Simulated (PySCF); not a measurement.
C2H11NO3Si3

The system: C2H11NO3Si3, a molecule; neutral, singlet. The structure, one conformer, was relaxed in the gas phase by PBE0-D3(BJ)/def2-SVP. No frequency run checks that it is a minimum.

SMILES: CN(C)[SiH]1O[SiH2]O[SiH2]O1

Coordinates in Å:
```
O1     -0.606    1.453    1.051
Si2     0.816    1.615    1.902
O3      2.067    1.484    0.813
Si4     2.122    1.295   -0.838
O5      0.553    1.169   -1.380
Si6    -0.801    0.817   -0.476
N7     -0.894   -0.893   -0.318
C8     -1.574   -1.524    0.786
C9     -0.556   -1.777   -1.406
H10     0.935    0.531    2.913
H11     0.843    2.955    2.542
H12     2.878    0.056   -1.161
H13     2.751    2.487   -1.461
H14    -1.950    1.506   -1.107
H15    -0.954   -2.329    1.223
H16    -2.539   -1.978    0.486
H17    -1.774   -0.792    1.582
H18     0.102   -2.596   -1.059
H19    -0.014   -1.230   -2.191
H20    -1.448   -2.245   -1.866
```

Shieldings: GIAO PBE0/pcSseg-1. Shifts are against computed references at the same level: C TMS (σ 184.4 ppm), H TMS (σ 31.27 ppm), Si TMS (σ 352.0 ppm). Core levels by delta-SCF with SCAN, pcX-2 on the ionised atom and pcseg-1 elsewhere, spin-free X2C (2p3/2 is the spin-free 2p value less a third of a first-order spin-orbit splitting); from the vacuum level, for chosen atoms.

Problem. Give the NMR and core-level values of the distinct atoms.

Solution. 
```csv
atoms,bonded to,σ (ppm),δ (ppm),core level (eV)
O1 O5,2 Si,236.7,-,1s 537.82
Si2 Si4,2 O + 2 H,384.4,-32.5,2p3/2 108.04
O3,2 Si,247.8,-,1s 537.95
Si6,1 N + 2 O + 1 H,403.1,-51.1,2p3/2 107.81
N7,2 C + 1 Si,224.9,-,1s 404.40
C8 C9,1 N + 3 H,148.5,35.9,-
H10 H12,1 Si,26.05,5.22,-
H11 H13,1 Si,26.10,5.17,-
H14,1 Si,26.48,4.79,-
H15 H16 H17,1 C,28.66,2.61,-
H18 H19 H20,1 C,28.67,2.60,-
```

Values are those of this one static structure, with the three H of a rotating XH3 group averaged; atoms that internal rotation interchanges would show their mean in an NMR spectrum.

Problem. By CAM-B3LYP/def2-SVPD (TDDFT singlets, Tamm-Dancoff triplets, ionisation by delta-SCF), where does absorption start, and what does vertical ionisation take?

Solution. The lowest singlet lies at 6.19 eV (f 0.010), the strongest of the first 6 at 7.07 eV (f 0.091), the lowest triplet at 6.06 eV; vertical ionisation takes 8.62 eV.
